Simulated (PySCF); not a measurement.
BCl2HSe.

```xyz
5

B     -0.0048     0.5141     0.0000
Cl     1.5472     1.3426     0.0000
Cl    -1.4931     1.4498     0.0000
Se     0.0163    -1.4254     0.0000
H     -1.4511    -1.5768     0.0000
```

Geometry: B3LYP-D3(BJ)/def2-SVP. The values are those of a single conformer.

All values below come from PBE0/pcSseg-1 in PySCF. Non-relativistic, no solvent.

Task: Give the absolute GIAO shielding of each atom: isotropic value and principal components (ppm). (Estimate from the structure and the level; the computed values follow.)

Result: 
| atom | σ(iso) | σ11 | σ22 | σ33 | span |
|---|---|---|---|---|---|
| B1 | 37.4 | -14.6 | 44.7 | 82.2 | 96.7 |
| Cl2 | 676.3 | 395.2 | 761.1 | 872.5 | 477.3 |
| Cl3 | 646.0 | 391.8 | 772.0 | 774.1 | 382.3 |
| Se4 | 1647.9 | 1170.3 | 1696.5 | 2076.8 | 906.5 |
| H5 | 27.8 | 19.3 | 24.9 | 39.3 | 20.0 |
